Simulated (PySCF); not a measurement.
## How good is the calculation?

Molfile (atoms numbered from 1):
```
C6H12O2
     RDKit          3D

 20 19  0  0  0  0  0  0  0  0999 V2000
    2.9634    0.0418   -0.3310 C   0  0  0  0  0  0  0  0  0  0  0  0
    1.5898   -0.4713    0.0349 C   0  0  0  0  0  0  0  0  0  0  0  0
    1.3945   -1.4950    0.6375 O   0  0  0  0  0  0  0  0  0  0  0  0
    0.6560    0.3718   -0.3948 O   0  0  0  0  0  0  0  0  0  0  0  0
   -0.7558    0.1332   -0.1549 C   0  0  0  0  0  0  0  0  0  0  0  0
   -1.4532    1.3299   -0.8024 C   0  0  0  0  0  0  0  0  0  0  0  0
   -1.0343    0.0993    1.3474 C   0  0  0  0  0  0  0  0  0  0  0  0
   -1.1903   -1.1688   -0.8263 C   0  0  0  0  0  0  0  0  0  0  0  0
    3.5570   -0.7741   -0.7343 H   0  0  0  0  0  0  0  0  0  0  0  0
    3.4510    0.4004    0.5733 H   0  0  0  0  0  0  0  0  0  0  0  0
    2.8863    0.8521   -1.0486 H   0  0  0  0  0  0  0  0  0  0  0  0
   -2.5298    1.2323   -0.6994 H   0  0  0  0  0  0  0  0  0  0  0  0
   -1.2006    1.3830   -1.8581 H   0  0  0  0  0  0  0  0  0  0  0  0
   -1.1333    2.2518   -0.3242 H   0  0  0  0  0  0  0  0  0  0  0  0
   -0.5425   -0.7553    1.8036 H   0  0  0  0  0  0  0  0  0  0  0  0
   -2.1040    0.0237    1.5201 H   0  0  0  0  0  0  0  0  0  0  0  0
   -0.6656    1.0096    1.8159 H   0  0  0  0  0  0  0  0  0  0  0  0
   -0.6882   -2.0158   -0.3674 H   0  0  0  0  0  0  0  0  0  0  0  0
   -2.2641   -1.2937   -0.7186 H   0  0  0  0  0  0  0  0  0  0  0  0
   -0.9413   -1.1444   -1.8853 H   0  0  0  0  0  0  0  0  0  0  0  0
  1  2  1  0
  2  3  2  0
  2  4  1  0
  4  5  1  0
  5  6  1  0
  5  7  1  0
  5  8  1  0
  1  9  1  0
  1 10  1  0
  1 11  1  0
  6 12  1  0
  6 13  1  0
  6 14  1  0
  7 15  1  0
  7 16  1  0
  7 17  1  0
  8 18  1  0
  8 19  1  0
  8 20  1  0
M  END
```

Measured values that the calculation should reproduce: δ 17O O3 377.8; O4 205.1 ppm (measured; liquid, neat, 295 K; 17O NMR survey of organic solvents and oxofluorinated compounds, PMC5915748).
δ 13C C5 79.9; C6/C7/C8 28.1; δ 1H H12/H13/H14/H15/H16/H17/H18/H19/H20 1.45 ppm (measured; solution, not stated per compound (mostly CDCl3 or CCl4); Pretsch, Buehlmann, Badertscher, Structure Determination of Organic Compounds, 4th ed. (2009)).

No solvent model, fast rotation and ring inversion assumed for equivalent nuclei, no relativistic terms, one conformer. GIAO PBE0/pcSseg-1 shieldings; GFN2-xTB structure; PySCF 2.14.

Question: What does the calculation give, and how does it compare?

Answer: 
Reference values: measured (liquid, neat, 295 K; 17O NMR survey of organic solvents and oxofluorinated compounds, PMC5915748).
```csv
atoms,quantity,reference,computed,"computed, scaled"
O3,δ 17O vs D2O (external),377.8,–,364.2
O4,δ 17O vs D2O (external),205.1,–,191.2
```

Reference values: measured (solution, not stated per compound (mostly CDCl3 or CCl4); Pretsch, Buehlmann, Badertscher, Structure Determination of Organic Compounds, 4th ed. (2009)).
```csv
atoms,quantity,reference,computed,"computed, scaled"
C5,δ 13C,79.9,80.6,76.4
C6/C7/C8,δ 13C,28.1,28.8,25.9
H12/H13/H14/H15/H16/H17/H18/H19/H20,δ 1H,1.45,1.52,1.53
```

Computed shifts are σ(ref) − σ with the named reference compound (TMS for H and C) calculated as an isolated molecule at the same level. The measured values may be among those fitted. Empirical linear scaling, fitted to shifts measured mostly in CDCl3 for H and C (δ vs TMS): 13C (scatter 2.1 ppm rms, 2.3 ppm with the 13 outliers that the fit left out); 1H (scatter 0.17 ppm rms, 0.18 ppm with the 4 outliers that the fit left out); 17O (scatter 10.7 ppm rms, 12.2 ppm with the 3 outliers that the fit left out vs liquid water, solution or neat liquid). Occasional misses reach two or three times the rms, and more in compound classes unlike the fitted ones.

Question: How far are the unscaled 13C shifts from the references?

Answer: Mean signed difference +0.70 ppm, mean absolute 0.70 ppm over 2 comparisons; the largest is +0.7 ppm at C6/C7/C8 (methyl carbon).
